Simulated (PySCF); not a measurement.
TiCl4 (singlet state).
Numbering: `[Cl:1][Ti:2]([Cl:3])([Cl:4])[Cl:5]`

Computed by this run: PBE0-D3(BJ)/def2-SVP geometry optimisation, gas phase (PySCF); density fitting, grid level 1; the optimiser is geomeTRIC in internal coordinates, started from a GFN2-xTB structure with every atom displaced at random (about 0.01 Å).

Step 0: E = -73172.7335 eV
```
atom  x, y, z in Å  |  force x, y, z in eV/Å
Cl1     1.3541    0.9792   -1.2942    0.564   0.439  -0.565
Ti2    -0.0030   -0.0043   -0.0059    0.204  -0.361  -0.349
Cl3    -1.1730   -1.3789   -1.1193   -0.428  -0.473  -0.417
Cl4    -1.2426    1.4059    0.9150   -0.829   0.918   0.600
Cl5     1.0980   -1.0359    1.4665    0.490  -0.523   0.731
```

**Question.** Estimate the geometry and energy of step 1. (The exact step hangs on the optimiser's Hessian estimate; all steps are aligned on step 0, rigid shifts and turns removed.)

**Answer.** E = -73172.7883 eV, largest force 0.699 eV/Å
```
atom  x, y, z in Å  |  force x, y, z in eV/Å
Cl1     1.3911    1.0139   -1.3511   -0.313  -0.252   0.306
Ti2     0.0111   -0.0145   -0.0115   -0.091   0.164   0.149
Cl3    -1.2042   -1.4137   -1.1543    0.287   0.324   0.239
Cl4    -1.2966    1.4621    0.9505    0.403  -0.481  -0.308
Cl5     1.1322   -1.0818    1.5285   -0.286   0.245  -0.386
```

The energy changes by -0.0547 eV. The first-order estimate −F·Δx gives -0.3250 eV and the mean of the old and new forces, exact on a quadratic surface, -0.0751 eV. The step makes an angle of 13° with the force vector and moves no atom by more than 0.086 Å.

What follows is the cost of the whole optimisation. Hardware: one thread, Arm Neoverse N1 (aarch64), shared host. Cost: 41 s of wall time, 0.43 GiB resident at most.
